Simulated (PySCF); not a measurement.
C3H12Si3, SMILES [SiH3]C[C@H]1C[SiH2][SiH2]1.

Coordinates come from a PBE-D3(BJ)/def2-SVP optimisation. The structure was generated by enumeration; whether it is a known compound was not checked. One conformer was computed; it need not be the lowest.

The numbers are results of PBE-D3(BJ)/def2-SVP (PySCF), not measurements.

Frequencies are harmonic and unscaled.

```json
[
 {"mode": "1", "ν (cm⁻¹)": "65", "IR (km/mol)": "0.5", "moving atoms (share of kinetic energy)": "H 42 %, C 32 %, Si 26 %"},
 {"mode": "2", "ν (cm⁻¹)": "88", "IR (km/mol)": "0.2", "moving atoms (share of kinetic energy)": "H 42 %, C 32 %, Si 26 %"},
 {"mode": "3", "ν (cm⁻¹)": "132", "IR (km/mol)": "0.4", "moving atoms (share of kinetic energy)": "Si 38 %, H 34 %, C 29 %"},
 {"mode": "4", "ν (cm⁻¹)": "145", "IR (km/mol)": "0.0", "moving atoms (share of kinetic energy)": "H 76 %, C 16 %"},
 {"mode": "5", "ν (cm⁻¹)": "229", "IR (km/mol)": "0.3", "moving atoms (share of kinetic energy)": "Si 63 %, H 21 %, C 16 %"},
 {"mode": "6", "ν (cm⁻¹)": "280", "IR (km/mol)": "2.7", "moving atoms (share of kinetic energy)": "H 59 %, C 24 %, Si 17 %"},
 {"mode": "7", "ν (cm⁻¹)": "318", "IR (km/mol)": "0.9", "moving atoms (share of kinetic energy)": "H 51 %, C 39 %, Si 10 %"},
 {"mode": "8", "ν (cm⁻¹)": "390", "IR (km/mol)": "8.1", "moving atoms (share of kinetic energy)": "H 61 %, Si 24 %, C 15 %"},
 {"mode": "9", "ν (cm⁻¹)": "408", "IR (km/mol)": "0.4", "moving atoms (share of kinetic energy)": "Si 65 %, H 30 %"},
 {"mode": "10", "ν (cm⁻¹)": "469", "IR (km/mol)": "0.5", "moving atoms (share of kinetic energy)": "H 67 %, Si 30 %"},
 {"mode": "11", "ν (cm⁻¹)": "487", "IR (km/mol)": "2.5", "moving atoms (share of kinetic energy)": "H 93 %"},
 {"mode": "12", "ν (cm⁻¹)": "519", "IR (km/mol)": "6.8", "moving atoms (share of kinetic energy)": "H 59 %, Si 23 %, C 18 %"},
 {"mode": "13", "ν (cm⁻¹)": "585", "IR (km/mol)": "14.2", "moving atoms (share of kinetic energy)": "H 78 %, Si 12 %, C 10 %"},
 {"mode": "14", "ν (cm⁻¹)": "608", "IR (km/mol)": "7.6", "moving atoms (share of kinetic energy)": "H 80 %, Si 11 %, C 9 %"},
 {"mode": "15", "ν (cm⁻¹)": "634", "IR (km/mol)": "77.4", "moving atoms (share of kinetic energy)": "H 80 %, C 11 %, Si 9 %"},
 {"mode": "16", "ν (cm⁻¹)": "657", "IR (km/mol)": "19.6", "moving atoms (share of kinetic energy)": "C 42 %, H 40 %, Si 18 %"},
 {"mode": "17", "ν (cm⁻¹)": "686", "IR (km/mol)": "23.8", "moving atoms (share of kinetic energy)": "C 44 %, H 38 %, Si 18 %"},
 {"mode": "18", "ν (cm⁻¹)": "720", "IR (km/mol)": "87.0", "moving atoms (share of kinetic energy)": "H 69 %, Si 18 %, C 13 %"},
 {"mode": "19", "ν (cm⁻¹)": "732", "IR (km/mol)": "2.9", "moving atoms (share of kinetic energy)": "H 49 %, C 40 %, Si 11 %"},
 {"mode": "20", "ν (cm⁻¹)": "780", "IR (km/mol)": "49.8", "moving atoms (share of kinetic energy)": "H 61 %, C 33 %"},
 {"mode": "21", "ν (cm⁻¹)": "817", "IR (km/mol)": "40.6", "moving atoms (share of kinetic energy)": "H 62 %, C 32 %"},
 {"mode": "22", "ν (cm⁻¹)": "884", "IR (km/mol)": "287.3", "moving atoms (share of kinetic energy)": "H 90 %, Si 9 %"},
 {"mode": "23", "ν (cm⁻¹)": "891", "IR (km/mol)": "89.7", "moving atoms (share of kinetic energy)": "H 88 %, C 8 %"},
 {"mode": "24", "ν (cm⁻¹)": "901", "IR (km/mol)": "35.5", "moving atoms (share of kinetic energy)": "H 93 %"},
 {"mode": "25", "ν (cm⁻¹)": "910", "IR (km/mol)": "32.6", "moving atoms (share of kinetic energy)": "H 96 %"},
 {"mode": "26", "ν (cm⁻¹)": "918", "IR (km/mol)": "44.7", "moving atoms (share of kinetic energy)": "H 80 %, C 17 %"},
 {"mode": "27", "ν (cm⁻¹)": "922", "IR (km/mol)": "6.3", "moving atoms (share of kinetic energy)": "H 58 %, C 40 %"},
 {"mode": "28", "ν (cm⁻¹)": "1003", "IR (km/mol)": "5.5", "moving atoms (share of kinetic energy)": "H 94 %"},
 {"mode": "29", "ν (cm⁻¹)": "1055", "IR (km/mol)": "0.7", "moving atoms (share of kinetic energy)": "C 59 %, H 41 %"},
 {"mode": "30", "ν (cm⁻¹)": "1071", "IR (km/mol)": "10.9", "moving atoms (share of kinetic energy)": "H 77 %, C 22 %"},
 {"mode": "31", "ν (cm⁻¹)": "1122", "IR (km/mol)": "2.3", "moving atoms (share of kinetic energy)": "H 67 %, C 33 %"},
 {"mode": "32", "ν (cm⁻¹)": "1174", "IR (km/mol)": "4.1", "moving atoms (share of kinetic energy)": "H 63 %, C 36 %"},
 {"mode": "33", "ν (cm⁻¹)": "1194", "IR (km/mol)": "1.2", "moving atoms (share of kinetic energy)": "H 76 %, C 24 %"},
 {"mode": "34", "ν (cm⁻¹)": "1281", "IR (km/mol)": "2.2", "moving atoms (share of kinetic energy)": "H 77 %, C 23 %"},
 {"mode": "35", "ν (cm⁻¹)": "1368", "IR (km/mol)": "5.1", "moving atoms (share of kinetic energy)": "H 91 %, C 9 %"},
 {"mode": "36", "ν (cm⁻¹)": "1373", "IR (km/mol)": "5.2", "moving atoms (share of kinetic energy)": "H 92 %, C 8 %"},
 {"mode": "37", "ν (cm⁻¹)": "2134", "IR (km/mol)": "96.2", "moving atoms (share of kinetic energy)": "H 98 %"},
 {"mode": "38", "ν (cm⁻¹)": "2146", "IR (km/mol)": "95.5", "moving atoms (share of kinetic energy)": "H 97 %"},
 {"mode": "39", "ν (cm⁻¹)": "2150", "IR (km/mol)": "86.0", "moving atoms (share of kinetic energy)": "H 98 %"},
 {"mode": "40", "ν (cm⁻¹)": "2153", "IR (km/mol)": "79.3", "moving atoms (share of kinetic energy)": "H 96 %"},
 {"mode": "41", "ν (cm⁻¹)": "2159", "IR (km/mol)": "112.6", "moving atoms (share of kinetic energy)": "H 96 %"},
 {"mode": "42", "ν (cm⁻¹)": "2163", "IR (km/mol)": "56.5", "moving atoms (share of kinetic energy)": "H 96 %"},
 {"mode": "43", "ν (cm⁻¹)": "2164", "IR (km/mol)": "182.1", "moving atoms (share of kinetic energy)": "H 96 %"},
 {"mode": "44", "ν (cm⁻¹)": "2948", "IR (km/mol)": "2.8", "moving atoms (share of kinetic energy)": "H 93 %"},
 {"mode": "45", "ν (cm⁻¹)": "2963", "IR (km/mol)": "10.2", "moving atoms (share of kinetic energy)": "H 94 %"},
 {"mode": "46", "ν (cm⁻¹)": "2969", "IR (km/mol)": "12.4", "moving atoms (share of kinetic energy)": "H 95 %"},
 {"mode": "47", "ν (cm⁻¹)": "3017", "IR (km/mol)": "6.3", "moving atoms (share of kinetic energy)": "H 91 %, C 9 %"},
 {"mode": "48", "ν (cm⁻¹)": "3032", "IR (km/mol)": "7.7", "moving atoms (share of kinetic energy)": "H 91 %, C 9 %"}
]
```
